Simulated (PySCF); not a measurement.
Gas-phase reaction: (H₂SiO)₃ + 6 HO₂ ⇌ 3 SiO(OH)₂ + 3 H₂O₂

Energies from PySCF, thermal terms from the rigid-rotor harmonic-oscillator model, ideal gas at 1 bar. S°(298 K) at PBE0/def2-TZVP differs from the NASA 1993 table for H₂O₂ (-8 J/mol/K); whether the harmonic model or the table's entry is off was not settled. † marks an energy on the PBE0/def2-TZVP geometry and frequencies; other levels use their own. CCSD(T) freezes the core. 6-31G* has spherical d functions here. Open shells (unrestricted): HO₂ (multiplicity 2); the rest are closed-shell singlets. B3LYP is the form with VWN-RPA correlation. No R ln 2 is added for the mirror-image form of H₂O₂. (H₂SiO)₃, SiO(OH)₂: computed as isolated molecules; such fragments, hydroxides, amides, oligomers or adducts are transient or little studied in the gas. CCSD(T) isn't extrapolated to the basis-set limit. The harmonic model lacks anharmonicity and excited electronic states, which grow with temperature; levels with a mode under 35 cm⁻¹ are left out. Internal rotation in SiO(OH)₂, H₂O₂ is treated as a harmonic vibration of one conformer, which makes the entropy rough. Soft modes under 120 cm⁻¹ make the harmonic entropy rough for (H₂SiO)₃.

```json
[
 {"level": "B3LYP/def2-TZVP†", "ΔE electronic, kJ": "-1592", "ΔH°(298 K), kJ": "-1529", "ΔS°(298 K), J/K": "-168", "ΔG°(600 K), kJ": "-1431"},
 {"level": "BLYP/def2-TZVP†", "ΔE electronic, kJ": "-1577", "ΔH°(298 K), kJ": "-1515", "ΔS°(298 K), J/K": "-168", "ΔG°(600 K), kJ": "-1416"},
 {"level": "CCSD(T)/def2-SVP†", "ΔE electronic, kJ": "-1505", "ΔH°(298 K), kJ": "-1443", "ΔS°(298 K), J/K": "-168", "ΔG°(600 K), kJ": "-1344"},
 {"level": "HF/6-31G*", "ΔE electronic, kJ": "-1108", "ΔH°(298 K), kJ": "-1045", "ΔS°(298 K), J/K": "-172", "ΔG°(600 K), kJ": "-944"},
 {"level": "HF/def2-TZVP†", "ΔE electronic, kJ": "-1254", "ΔH°(298 K), kJ": "-1192", "ΔS°(298 K), J/K": "-168", "ΔG°(600 K), kJ": "-1093"},
 {"level": "M06-2X/def2-TZVP†", "ΔE electronic, kJ": "-1710", "ΔH°(298 K), kJ": "-1648", "ΔS°(298 K), J/K": "-168", "ΔG°(600 K), kJ": "-1550"},
 {"level": "PBE/def2-SVP", "ΔE electronic, kJ": "-1430", "ΔH°(298 K), kJ": "-1369", "ΔS°(298 K), J/K": "-165", "ΔG°(600 K), kJ": "-1273"},
 {"level": "PBE/def2-TZVP†", "ΔE electronic, kJ": "-1580", "ΔH°(298 K), kJ": "-1518", "ΔS°(298 K), J/K": "-168", "ΔG°(600 K), kJ": "-1420"},
 {"level": "r2SCAN/def2-TZVP†", "ΔE electronic, kJ": "-1591", "ΔH°(298 K), kJ": "-1529", "ΔS°(298 K), J/K": "-168", "ΔG°(600 K), kJ": "-1431"},
 {"level": "LDA/def2-TZVP†", "ΔE electronic, kJ": "-1750", "ΔH°(298 K), kJ": "-1688", "ΔS°(298 K), J/K": "-168", "ΔG°(600 K), kJ": "-1589"},
 {"level": "ωB97M-V/def2-TZVP†", "ΔE electronic, kJ": "-1656", "ΔH°(298 K), kJ": "-1594", "ΔS°(298 K), J/K": "-168", "ΔG°(600 K), kJ": "-1495"}
]
```
ΔH° is lowest at LDA/def2-TZVP† and highest at HF/6-31G*. No reference value is set beside these.
